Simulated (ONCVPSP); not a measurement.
# Configuration tests for rhodium (Rh) (ONCV)

```
Element                 : rhodium (Rh)
Generator               : ONCVPSP 4.0.1
Type                    : optimised norm-conserving Vanderbilt (ONCV)
Functional              : PBE
Relativity              : scalar-relativistic
Frozen core             : [Ar] 3d10
Valence charge          : 17
Reference configuration : 4s2 4p6 4d7 5s2
Partial waves           : 4s+5s: rc 1.70 bohr, ncon 4, nbas 8, qcut 8.4 1/bohr, 2 projectors; 4p: rc 1.00 bohr, ncon 4, nbas 8, qcut 8.9 1/bohr, 2 projectors, debl 1.3 Ha; 4d: rc 1.55 bohr, ncon 4, nbas 9, qcut 12 1/bohr, 2 projectors, debl 2.8 Ha
Local potential         : polynomial inside 1.00 bohr (lpopt 5, dvloc0 0 Ha)
Core correction         : none
```

In the p channel the program set the typed energies aside and used -1.980, 0.250 Ha.

Energies are relative to the spin-unpolarised reference configuration 4s2 4p6 4d7 5s2; without spin polarisation the order of configurations can differ from experiment.

```json
{"valence configuration": "4s2 4p6 4d8 5s0", "charge": "+1", "ΔE all-electron (eV)": "4.982", "error AE − PS (meV)": "-4.7"}
{"valence configuration": "4s2 4p6 4d7 5s0", "charge": "+2", "ΔE all-electron (eV)": "24.493", "error AE − PS (meV)": "-5.0"}
{"valence configuration": "4s1 4p6 4d8 5s1", "charge": "+1", "ΔE all-electron (eV)": "86.565", "error AE − PS (meV)": "-162"}
```

What are ΔE and the potential's error for 4s2 4p6 4d8 5s1?

ΔE = -2.479 eV all-electron; the error (AE − PS) is -2.4 meV.
